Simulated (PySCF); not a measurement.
**BaBr: frontier orbitals**

PBE at R = 2.847 Å; basis Ba x2c-TZVPPall, Br x2c-TZVPPall; spin-free X2C with a Gaussian nucleus; PySCF 2.14. State: ²Σ⁺ (doublet), unpaired electrons σ ↑. Only the outer orbitals are listed, counted within each symmetry.

| spin | orbital | occ. | ε (eV) | on Ba (%) | main shells (%) |
| --- | --- | --- | --- | --- | --- |
| α | 17σ | 1 | -18.98 | 59 | 59 Ba p, 40 Br s |
| α | 9π | 1 | -18.42 | 100 | 100 Ba p |
| α | 9π | 1 | -18.42 | 100 | 100 Ba p |
| α | 18σ | 1 | -17.34 | 41 | 58 Br s, 40 Ba p |
| α | 19σ | 1 | -6.50 | 13 | 86 Br p, 8 Ba d |
| α | 10π | 1 | -6.15 | 7 | 92 Br p |
| α | 10π | 1 | -6.15 | 7 | 92 Br p |
| α | 20σ | 1 | -3.20 | 100 | 84 Ba s, 9 Ba d |
| α | 4δ | 0 | -2.09 | 100 | 100 Ba d |
| α | 4δ | 0 | -2.09 | 100 | 100 Ba d |
| α | 11π | 0 | -1.88 | 98 | 62 Ba d, 36 Ba p |
| β | 17σ | 1 | -18.92 | 56 | 56 Ba p, 43 Br s |
| β | 9π | 1 | -18.29 | 100 | 100 Ba p |
| β | 9π | 1 | -18.29 | 100 | 100 Ba p |
| β | 18σ | 1 | -17.29 | 44 | 56 Br s, 43 Ba p |
| β | 19σ | 1 | -6.48 | 13 | 87 Br p |
| β | 10π | 1 | -6.15 | 7 | 93 Br p |
| β | 10π | 1 | -6.15 | 7 | 93 Br p |
| β | 20σ | 0 | -2.45 | 100 | 88 Ba s, 8 Ba d |
| β | 4δ | 0 | -1.55 | 100 | 100 Ba d |
| β | 4δ | 0 | -1.55 | 100 | 100 Ba d |

Which are the highest filled and the lowest empty level, where do they sit, and how wide is the gap?

Highest filled α 20σ at -3.20 eV (in %: 84 Ba s, 9 Ba d); lowest empty β 20σ at -2.45 eV (in %: 88 Ba s, 8 Ba d); the gap at PBE is 0.75 eV.

The bond order (Mayer) is 1.00 and the ⟨S²⟩ is 0.750. The charge on Ba (Mulliken, basis-dependent) is 0.46, the charge on Ba (Löwdin, basis-dependent) is -0.06 and the dipole moment (positive dipole means Ba(−)Br(+)) is -5.02 D. The polarisability along the bond is 228.7 bohr³ and the polarisability across the bond is 279.4 bohr³.

Spin–orbit coupling is left out. The state was picked by a PBE0 search and need not be the measured ground state.
